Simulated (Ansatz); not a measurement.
Consider the silylene formation by 1,1-elimination: `CO[SiH](C)C#N` → `CC#N` + `CO[SiH]`.

Isolated molecules relaxed with PBE0-D4/def2-TZVP in Ansatz; ΔE leaves out vibrations. CCSD(T)/CBS is the MP2 limit (def2-TZVPP, def2-QZVPP) plus CCSD(T) − MP2 in def2-TZVPP, frozen cores. This one scheme is used for every species. DFT in def2-TZVPP. One conformer a species, not always the lowest.

`CO[SiH](C)C#N`:

Cartesian coordinates in Å:
```
C 0.586 1.939 0.839
O 0.381 1.021 -0.216
Si 0.171 -0.581 -0.009
C -0.161 -1.372 -1.642
C -1.306 -0.829 1.104
N -2.217 -0.962 1.797
H 1.469 1.676 1.430
H -0.284 1.979 1.501
H 0.740 2.926 0.401
H 1.304 -1.190 0.731
H -0.346 -2.441 -1.516
H 0.698 -1.246 -2.305
H -1.035 -0.921 -2.115
```

`CC#N`:

Cartesian coordinates in Å:
```
C 0.365 -0.298 0.122
C -0.722 0.589 -0.241
N -1.583 1.293 -0.529
H 1.310 0.088 -0.265
H 0.436 -0.380 1.208
H 0.194 -1.292 -0.295
```

`CO[SiH]`:

Z-matrix (Å, degrees):
```
C
O 1 1.410
H 1 1.095 2 110.9
H 1 1.092 2 109.2 3 120.7
H 1 1.092 2 109.2 3 -120.7
Si 2 1.639 1 130.6 3 0.2
H 6 1.552 2 97.1 1 -0.0
```

Question: Is it downhill or uphill in electronic energy at CCSD(T)/CBS, and by how much? (Estimate.)

Answer: Ansatz gave: Uphill: ΔE = +247.4 kJ/mol.

Question: What do these levels give: B97M-V, ωB97X-V, PBE-QIDH, revPBE, RPA@PBE/def2-TZVPP, HF/def2-TZVPP? (An estimate is asked.)

Answer: The calculation gave: B97M-V 236.7, ωB97X-V 249.7, PBE-QIDH 256.2, revPBE 206.1, RPA@PBE/def2-TZVPP 224.8, HF/def2-TZVPP 234.1 kJ/mol.

Largest T1 diagnostic among the species: 0.015.

The D4 term adds +14.8 kJ/mol with B3LYP and +8.5 kJ/mol with PBE0; it sums over pairs of atoms, weighted by their polarisabilities, and B3LYP, whose exchange is more repulsive, gets the larger term. From BLYP to BHLYP (50 % exact exchange), in def2-TZVPP and without D4, ΔE moves by +38.9 kJ/mol. At CCSD(T), def2-SVP lies −29.8 kJ/mol from the extrapolated value and def2-TZVPP −7.0 kJ/mol.

B3LYP here is the variant with VWN-RPA as its local correlation; programs differ in this.
